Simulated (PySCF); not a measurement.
Job file and geometry (Å, from PBE0-D3(BJ)/def2-SVP) of an NMR shielding run on 2,2,3-trimethylbutane (SMILES CC(C)C(C)(C)C), GIAO HF/pcSseg-1 NMR shielding, non-relativistic, gas phase (PySCF 2.14.0, density-fitted response routines); density fitting, a coarse starting grid and PySCF grid level 2 are the driver's defaults:

```
{"job": {"kind": "nmr", "xc": "HF", "basis": "pcSseg-1", "pop": false}, "charge": 0, "multiplicity": 1}
C      1.268463    -1.360866     0.422830
C      0.647880     0.034455     0.453220
C      1.547961     1.005796    -0.308000
C     -0.840953     0.073494    -0.005365
C     -0.981430    -0.200777    -1.505323
C     -1.652925    -0.971121     0.768048
C     -1.436372     1.451095     0.305912
H      1.264891    -1.785551    -0.594101
H      0.749798    -2.068123     1.084801
H      2.318803    -1.317506     0.749872
H      0.635004     0.359873     1.510727
H      1.153685     2.031955    -0.315883
H      1.687644     0.690799    -1.354311
H      2.546495     1.043018     0.153942
H     -0.538324    -1.168126    -1.788363
H     -2.045042    -0.231480    -1.790149
H     -0.502049     0.582179    -2.111995
H     -1.508982    -0.863211     1.855591
H     -2.728013    -0.852284     0.560437
H     -1.378060    -1.999208     0.490308
H     -2.503265     1.481016     0.033817
H     -0.935517     2.256987    -0.250282
H     -1.358706     1.682837     1.380480
```

Q: Write the output of this run.

A: 
```
final grid: 164408 points
cycle   1  E = -274.2702006444  dE =  1.150e+00  |g| = 4.389e-01  |ddm| = 3.763e+00
cycle   2  E = -274.3389275918  dE = -6.873e-02  |g| = 1.263e-01  |ddm| = 4.591e-01
cycle   3  E = -274.3439620951  dE = -5.035e-03  |g| = 5.524e-02  |ddm| = 1.896e-01
cycle   4  E = -274.3448104341  dE = -8.483e-04  |g| = 5.688e-03  |ddm| = 6.487e-02
cycle   5  E = -274.3448211240  dE = -1.069e-05  |g| = 1.118e-03  |ddm| = 8.225e-03
cycle   6  E = -274.3448216539  dE = -5.299e-07  |g| = 3.350e-04  |ddm| = 2.092e-03
cycle   7  E = -274.3448216941  dE = -4.015e-08  |g| = 6.894e-05  |ddm| = 5.198e-04
cycle   8  E = -274.3448216967  dE = -2.654e-09  |g| = 1.788e-05  |ddm| = 1.684e-04
cycle   9  E = -274.3448216968  dE = -1.077e-10  |g| = 4.058e-06  |ddm| = 2.809e-05
converged SCF energy = -274.3448216968

GIAO shielding tensors (ppm)
atom      isotropic    diamagn.    paramagn.     s11        s22        s33       span
  0 C      173.074     245.132     -72.058    160.116    168.876    190.231     30.115
  1 C      157.458     245.102     -87.644    144.722    155.642    172.011     27.290
  2 C      172.628     245.503     -72.876    160.347    167.622    189.915     29.568
  3 C      165.245     242.050     -76.805    161.639    162.204    171.893     10.253
  4 C      169.988     246.003     -76.015    157.206    162.053    190.706     33.501
  5 C      161.238     246.045     -84.807    145.681    151.360    186.672     40.991
  6 C      161.155     245.697     -84.543    142.501    151.126    189.837     47.337
  7 H       30.958      31.204      -0.246     26.423     30.033     36.418      9.996
  8 H       30.594      31.240      -0.646     24.664     29.989     37.128     12.464
  9 H       30.986      30.462       0.524     25.938     28.460     38.561     12.623
 10 H       31.036      34.312      -3.276     27.781     29.288     36.039      8.258
 11 H       30.522      31.494      -0.973     24.423     30.234     36.908     12.485
 12 H       31.048      31.279      -0.231     26.760     29.798     36.586      9.826
 13 H       30.924      30.570       0.354     26.047     28.079     38.646     12.598
 14 H       30.889      31.666      -0.777     25.949     29.605     37.113     11.163
 15 H       31.176      31.641      -0.465     26.888     28.634     38.005     11.117
 16 H       30.986      31.704      -0.718     26.194     29.503     37.262     11.068
 17 H       30.992      31.548      -0.557     27.098     28.173     37.704     10.606
 18 H       31.004      31.580      -0.576     26.728     28.511     37.774     11.046
 19 H       30.638      31.674      -1.036     25.906     29.442     36.565     10.659
 20 H       30.991      31.511      -0.520     26.793     28.362     37.816     11.023
 21 H       30.458      31.618      -1.160     25.348     29.590     36.436     11.088
 22 H       31.032      31.439      -0.407     27.160     28.122     37.814     10.654
```

Q: Turn these shieldings into chemical shifts. Chemical shifts δ = σref − σ; ¹³C (σref 190.85) and ¹H (σref 31.69) against TMS, all at this level.

A: Averaging equivalent atoms: C 1: 33.4; C 4/5/6: 26.7; C 3: 25.6; C 0/2: 18.0; H 7/8/9/11/12/13: 0.85; H 14/15/16/17/18/19/20/21/22: 0.78; H 10: 0.65 ppm. 

Size and cost of the density-fitted run: 199 basis functions, 22 s wall time on 1 thread of an Arm Neoverse V2, shared host.
